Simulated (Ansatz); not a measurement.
A nudged elastic band was laid between two geometries of C2H6BCl (10 atoms, charge 0, multiplicity 1).

All numbers below come from Ansatz 0.2.0, RKS PBE0/def2-SVP.

```json
{"movable images": "9", "climbing image": "yes", "spring": "5.0 eV/Å²", "optimiser": "quadratic models (default)", "start path": "IDPP", "force threshold": "0.05 eV/Å", "iteration limit": "60", "end points": "relaxed"}
```

First end point:

```xyz
10
Properties=species:S:1:pos:R:3
B -1.204 0.755 -0.294
C -0.305 -0.509 -0.111
C 1.106 -0.279 0.386
Cl 2.049 0.667 -0.814
H -2.232 0.679 -0.926
H -0.935 1.797 0.259
H -0.307 -1.147 -1.010
H -0.868 -1.101 0.646
H 1.118 0.301 1.319
H 1.662 -1.213 0.548
```

Last end point:

```xyz
10
Properties=species:S:1:pos:R:3
B -0.909 0.590 -0.968
C -0.373 -0.471 0.045
C 0.994 -0.217 0.643
Cl 0.973 1.274 1.644
H -2.078 0.591 -1.279
H -0.158 1.363 -1.517
H -0.338 -1.402 -0.567
H -1.113 -0.694 0.832
H 1.332 -1.027 1.304
H 1.754 -0.059 -0.135
```

(1) What changes between the two ends?

(2) What energy profile does the band end with?

(3) What is the geometry of the highest image?

Results:

(1) No bond is made or broken. The dihedral B1–C2–C3–Cl4 goes from -64 to 64°. The two ends are copies of one structure, up to a mirror image or an exchange of like atoms.

(2) It converged. The highest image is number 5 of 0 to 10, 17.7 kJ/mol above the ends, which have the same energy within 2 meV. A vibrational analysis at the climbing image gives 2 clearly imaginary modes (196i, 98i cm⁻¹): a point of higher order, so a lower path passes nearby.

| image | path coordinate (Å) | energy (kJ/mol) | dihedral B1–C2–C3–Cl4 (°) |
| --- | --- | --- | --- |
| 0 | 0.00 | 0.0 | -64 |
| 1 | 0.44 | 1.2 | -56 |
| 2 | 0.88 | 4.9 | -44 |
| 3 | 1.32 | 10.4 | -30 |
| 4 | 1.76 | 15.5 | -15 |
| 5 | 2.20 | 17.7 | 0 |
| 6 | 2.65 | 15.5 | 15 |
| 7 | 3.09 | 10.4 | 30 |
| 8 | 3.53 | 5.0 | 44 |
| 9 | 3.97 | 1.3 | 56 |
| 10 | 4.41 | 0.0 | 64 |

(3) 
```xyz
10
Properties=species:S:1:pos:R:3:forces:R:3
B -1.089 0.703 -0.739 0.00 0.00 0.00
C -0.332 -0.446 -0.006 0.00 0.00 0.00
C 1.071 -0.299 0.583 0.00 0.00 0.00
Cl 1.828 1.314 0.380 0.00 0.00 0.00
H -2.196 0.443 -1.157 0.00 0.00 0.00
H -0.646 1.810 -0.909 0.00 0.00 0.00
H -0.357 -1.294 -0.719 0.00 0.00 0.00
H -1.039 -0.784 0.778 0.00 0.00 0.00
H 1.072 -0.488 1.664 0.00 0.00 0.00
H 1.771 -1.010 0.126 0.00 0.00 0.00
```

Run time: 2.9 min on 1 thread of Intel(R) Xeon(R) Platinum 8559C (Emerald Rapids) (shared host), peak memory 0.27 GiB.
